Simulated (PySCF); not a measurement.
AsH4In, SMILES [AsH2][InH2]. Atoms are numbered in the order given.

```xyz
6

In     1.0362     0.0027     0.0000
As    -1.5537    -0.0618     0.0000
H     -1.6233     0.9843     1.1017
H     -1.6233     0.9843    -1.1017
H      1.8726    -0.0294     1.5072
H      1.8726    -0.0294    -1.5072
```

Geometry: r2SCAN-D4/def2-TZVP. The def2 effective core potentials stand for the cores of In; spin–orbit coupling is left out.

Calculation: TDA-PBE0/def2-SVPD run with PySCF 2.14.0.

Vertical excitations. Gas-phase values at a fixed geometry. State labels are in the subgroup Cs.

Computed excitation energies, oscillator strengths and character:
```json
[
 {"state": "S1", "symmetry": "A'", "energy (eV)": "3.99", "λ (nm)": "310", "f": "0.010", "main pairs": "HOMO→LUMO 96 %"},
 {"state": "S2", "symmetry": "A\"", "energy (eV)": "5.03", "λ (nm)": "247", "f": "0.000", "main pairs": "HOMO−1→LUMO 100 %"},
 {"state": "S3", "symmetry": "A'", "energy (eV)": "5.51", "λ (nm)": "225", "f": "0.029", "main pairs": "HOMO−2→LUMO 74 %, HOMO→LUMO+1 25 %"},
 {"state": "S4", "symmetry": "A'", "energy (eV)": "5.87", "λ (nm)": "211", "f": "0.085", "main pairs": "HOMO→LUMO+2 86 %"},
 {"state": "S5", "symmetry": "A\"", "energy (eV)": "5.88", "λ (nm)": "211", "f": "0.002", "main pairs": "HOMO→LUMO+3 98 %"},
 {"state": "S6", "symmetry": "A'", "energy (eV)": "6.24", "λ (nm)": "199", "f": "0.416", "main pairs": "HOMO→LUMO+1 52 %, HOMO−2→LUMO 16 %, HOMO→LUMO+2 11 %"},
 {"state": "S7", "symmetry": "A'", "energy (eV)": "6.85", "λ (nm)": "181", "f": "0.108", "main pairs": "HOMO→LUMO+4 88 %"},
 {"state": "S8", "symmetry": "A\"", "energy (eV)": "7.09", "λ (nm)": "175", "f": "0.080", "main pairs": "HOMO−1→LUMO+1 84 %"},
 {"state": "S9", "symmetry": "A'", "energy (eV)": "7.13", "λ (nm)": "174", "f": "0.344", "main pairs": "HOMO−2→LUMO+1 75 %"},
 {"state": "S10", "symmetry": "A\"", "energy (eV)": "7.25", "λ (nm)": "171", "f": "0.074", "main pairs": "HOMO−1→LUMO+2 89 %"},
 {"state": "T1", "symmetry": "A'", "energy (eV)": "3.52", "λ (nm)": "352", "f": "0", "main pairs": "HOMO→LUMO 98 %"},
 {"state": "T2", "symmetry": "A\"", "energy (eV)": "4.58", "λ (nm)": "271", "f": "0", "main pairs": "HOMO−1→LUMO 99 %"},
 {"state": "T3", "symmetry": "A'", "energy (eV)": "4.72", "λ (nm)": "263", "f": "0", "main pairs": "HOMO→LUMO+1 93 %"},
 {"state": "T4", "symmetry": "A'", "energy (eV)": "5.28", "λ (nm)": "235", "f": "0", "main pairs": "HOMO−2→LUMO 96 %"}
]
```
Triplets are in the Tamm–Dancoff approximation.
